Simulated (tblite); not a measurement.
C6H14N (doublet state).
Structure used (GFN2-xTB), in Å, numbered top down from 1:
```
atom  x, y, z in Å
C1     3.526    0.237   -0.378
C2     2.231   -0.307   -0.810
C3     1.051    0.245    0.002
N4    -0.164   -0.452   -0.370
C5    -1.338   -0.180    0.440
C6    -2.408   -1.214    0.089
C7    -1.901    1.239    0.276
H8     4.322    0.389   -1.080
H9     3.717    0.416    0.661
H10    2.074   -0.112   -1.875
H11    2.207   -1.401   -0.687
H12    0.998    1.337   -0.146
H13    1.227    0.059    1.066
H14   -0.378   -0.277   -1.348
H15   -1.039   -0.322    1.486
H16   -2.747   -1.072   -0.935
H17   -3.261   -1.119    0.755
H18   -1.997   -2.215    0.180
H19   -2.171    1.417   -0.764
H20   -2.789    1.364    0.890
H21   -1.169    1.985    0.578
```

Level: GFN2-xTB in tblite, geometry and Hessian alike; calculated harmonic values, unscaled, isolated species. The method is semi-empirical: single wavenumbers can be off by several per cent or more. One conformer, not necessarily the lowest. Open shells enter through the occupations alone, without spin polarisation, and single modes of such species can be off by tens of per cent. The optimisation stopped once no atom felt more than 0.01 eV/Å.

Lowest wavenumbers of the output (negative numbers stand for imaginary wavenumbers):
```
mode    cm-1
  1     -44.0
  2      56.1
  3      68.9
  4     120.6
  5     151.6
  6     190.3
  7     228.5
  8     304.0
```

**Question.** Is this structure a minimum?

**Answer.** Not by this Hessian. 1 mode is imaginary beyond 20i (44i cm⁻¹), so at this level the point lies at or near a first-order saddle. The curvature is small, so loose convergence or finite differences may be the whole cause.

**Question.** Which atoms move in the imaginary mode?

**Answer.** 44i: H8 (hydrogen on carbon) 51 %, H9 (hydrogen on carbon) 39 %. These are shares of the mass-weighted motion.

**Question.** What is the remedy?

**Answer.** Step along that mode in both directions, optimise again with tighter thresholds and repeat the frequencies. The zero-point energy of this point (117.1 kcal/mol) counts the 56 real modes alone, and thermal corrections from it aren't those of a minimum.
